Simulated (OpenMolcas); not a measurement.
V³⁺.

```yaml
Program: OpenMolcas 26.06
Method: CASSCF
Basis: ANO-L-VTZP [6s5p3d2f1g]
Scalar_Hamiltonian: non-relativistic, point nucleus
Active_space: 2 electrons in 5 orbitals (3d)
State_averaging: 2S+1 = 3 even, 10 roots; 2S+1 = 1 even, 15 roots
Spin-orbit_coupling: state interaction with AMFI integrals over the reference wave functions, term energies averaged over their components
```

Levels without dynamic correlation, in cm-1 above 3d2 3F2:

| Level | E |
| --- | --- |
| 3d2 1D2 | 14029 |
| 3d2 3P0 | 16601 |
| 3d2 1G4 | 21574 |
| 3d2 1S0 | 52342 |

On this reference, SS-CASPT2, IPEA 0.25 Eh, imaginary shift 0.1 Eh (closed shells correlated: 3s 3p) puts 3d2 1D2 at 10960 cm-1.

Problem. Estimate the other levels at that method by one scale factor, and say how well it serves.

Solution. The factor is 10960 / 14029 = 0.781. Scaled values beside those that SS-CASPT2 gives and measured ones (Sugar and Corliss, J. Phys. Chem. Ref. Data 7, 1191 (1978)):
```tsv
Level	Scaled	SS-CASPT2	Miss (%)	Measured
3d2 3P0	12965	14020	-7.5	
3d2 1G4	16849	19100	-11.8	18391
3d2 1S0	40879	43980	-7.1	42462
```
For these levels the scaled values miss SS-CASPT2 by up to 11.8 %, as correlation changes each term by its own factor, spin-orbit parts do not scale and CASPT2 has its own spread within terms. This holds within one configuration; levels of others move differently, and the target method has errors of its own against measurement.

Term energies are means over components that CASPT2 splits; among the terms shown or strongly mixed into the levels shown the widest spread is 650 cm-1 (3d2 1G, SS-CASPT2). Without dynamic correlation excited terms often stand tens of per cent too high (terms of higher spin than the ground term too low), and those without a measured partner can miss by more than the paired ones (holds for CASSCF). Measured partners are found by configuration, term and J. A level has none where our copy of the source lacks it or the pairing is in doubt (some pairs that miss far off the trend of their configuration count as doubtful), and it then counts in no deviation. Levels of configurations outside the active space are missing.
